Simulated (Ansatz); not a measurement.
Relaxation of GaH3O (5 atoms, charge 0, multiplicity 1), to a largest force component of 0.03 eV/Å in at most 50 steps.

Theory: Ansatz, RKS PBE0/def2-mTZVP.

```xyz
5
Properties=species:S:1:pos:R:3
Ga -0.275 -0.363 -1.027
O 1.259 0.311 1.440
H 1.014 -0.290 2.155
H 1.786 -0.250 0.827
H -1.739 0.310 -0.566
```

Q: Where does it end, and by what steps?

A: It converged. After 14 steps the energy has fallen by 0.204 eV; H5 moved furthest, 0.82 Å.

```json
{"step": "0", "energy less start (eV)": "0.0000", "largest force component (eV/Å)": "0.695", "accepted": "yes"}
{"step": "1", "energy less start (eV)": "0.0259", "largest force component (eV/Å)": "2.022", "accepted": "no"}
{"step": "2", "energy less start (eV)": "-0.0346", "largest force component (eV/Å)": "0.716", "accepted": "yes"}
{"step": "3", "energy less start (eV)": "-0.0656", "largest force component (eV/Å)": "0.377", "accepted": "yes"}
{"step": "4", "energy less start (eV)": "-0.0973", "largest force component (eV/Å)": "0.919", "accepted": "yes"}
{"step": "5", "energy less start (eV)": "-0.1331", "largest force component (eV/Å)": "0.899", "accepted": "yes"}
{"step": "6", "energy less start (eV)": "-0.1471", "largest force component (eV/Å)": "1.210", "accepted": "yes"}
{"step": "7", "energy less start (eV)": "-0.1896", "largest force component (eV/Å)": "0.338", "accepted": "yes"}
{"step": "8", "energy less start (eV)": "-0.1918", "largest force component (eV/Å)": "0.231", "accepted": "yes"}
{"step": "9", "energy less start (eV)": "-0.2016", "largest force component (eV/Å)": "0.068", "accepted": "yes"}
{"step": "10", "energy less start (eV)": "-0.2028", "largest force component (eV/Å)": "0.047", "accepted": "yes"}
{"step": "11", "energy less start (eV)": "-0.2034", "largest force component (eV/Å)": "0.036", "accepted": "yes"}
{"step": "12", "energy less start (eV)": "-0.2039", "largest force component (eV/Å)": "0.033", "accepted": "yes"}
{"step": "13", "energy less start (eV)": "-0.2041", "largest force component (eV/Å)": "0.030", "accepted": "yes"}
{"step": "14", "energy less start (eV)": "-0.2042", "largest force component (eV/Å)": "0.013", "accepted": "yes"}
```

```xyz
5
Properties=species:S:1:pos:R:3
Ga -0.131 -0.145 -1.055
O 1.144 0.175 0.962
H 0.484 0.007 1.646
H 1.896 -0.397 1.155
H -1.347 0.079 0.120
```

Whether the end is a true minimum wasn't checked by a vibrational analysis.

Time of the run: 34 s on 1 thread of Arm Neoverse V1 (shared host), peak memory 0.12 GiB.
